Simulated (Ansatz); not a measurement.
BFH (SMILES [BH]F), charge 0, multiplicity 2, relaxed at each level with Ansatz (an electronic-structure program); harmonic frequencies from differences of analytic forces, average atomic masses, frozen cores. Open shells are unrestricted.

| level | harmonic frequencies (cm⁻¹) | ZPE (eV) | cost over HF/def2-TZVPP (rough) |
|---|---|---|---|
| HF/def2-TZVPP | 1085 1398 2652 | 0.318 | ×1 |
| PBE/def2-TZVPP | 966 1299 2459 | 0.293 | ×1 |
| r2SCAN/def2-TZVPP | 1003 1328 2516 | 0.300 | ×2 |
| MP2/cc-pVTZ | 1035 1347 2616 | 0.310 | ×2 |
| CCSD(T)/cc-pVDZ | 1008 1291 2546 | 0.300 | ×2 |
| CCSD(T)/cc-pVTZ | 1020 1348 2543 | 0.304 | ×30 |
